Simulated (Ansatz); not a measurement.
## Worked example: a bond strength in CH5FOSn (SMILES [CH3][SnH]([OH])[F])

CH5FOSn has 9 atoms, charge 0, and is taken as a singlet. SMILES: `[CH3][SnH]([OH])[F]`. The shape was relaxed beforehand at PBE0/def2-SVP. This is one conformer, not always the lowest.

```xyz
9

C    -0.3517    1.3322   -0.1744
Sn   -0.2686   -0.7610    0.2276
O     1.5413   -1.3714    0.7360
F    -0.6220   -1.6212   -1.4822
H    -1.3774    1.6136   -0.4503
H    -0.0429    1.8961    0.7167
H     0.3241    1.5640   -1.0091
H    -1.3092   -1.4700    1.3768
H     2.1948   -1.2287    0.0419
```

Wanted: the dissociation energy of the H5–C1 bond into doublet H and doublet CH4FOSn (shapes relaxed at PBE0/def2-SVP, no zero-point term). 1 Eh = 2625.50 kJ/mol = 27.2114 eV. Totals in Eh; open shells run unrestricted unless said.

| level | program | CH5FOSn | doublet H | doublet CH4FOSn |
| --- | --- | --- | --- | --- |
| HF/def2-SVP (core potential) | Ansatz | -428.284710 | -0.499278 | -427.652133 |
| PBE/def2-SVP (core potential) | Ansatz | -430.098539 | -0.498629 | -429.427940 |
| B3LYP/def2-SVP (core potential) | Ansatz | -430.410864 | -0.501259 | -429.736489 |

**Question.** Work out the dissociation energy at each level.

**Answer.** 
1. HF/def2-SVP (core potential): (-0.499278) + (-427.652133) − (-428.284710) = 0.133299 Eh = 350.0 kJ/mol = 3.63 eV.
2. PBE/def2-SVP (core potential): (-0.498629) + (-429.427940) − (-430.098539) = 0.171970 Eh = 451.5 kJ/mol = 4.68 eV.
3. B3LYP/def2-SVP (core potential): (-0.501259) + (-429.736489) − (-430.410864) = 0.173116 Eh = 454.5 kJ/mol = 4.71 eV.

The levels span 350 to 455 kJ/mol; no measured value is set beside them. Hartree–Fock lacks the correlation of the electrons that are unpaired, so it comes out low. A bond enthalpy at 298 K also holds the loss of zero-point energy and thermal terms.
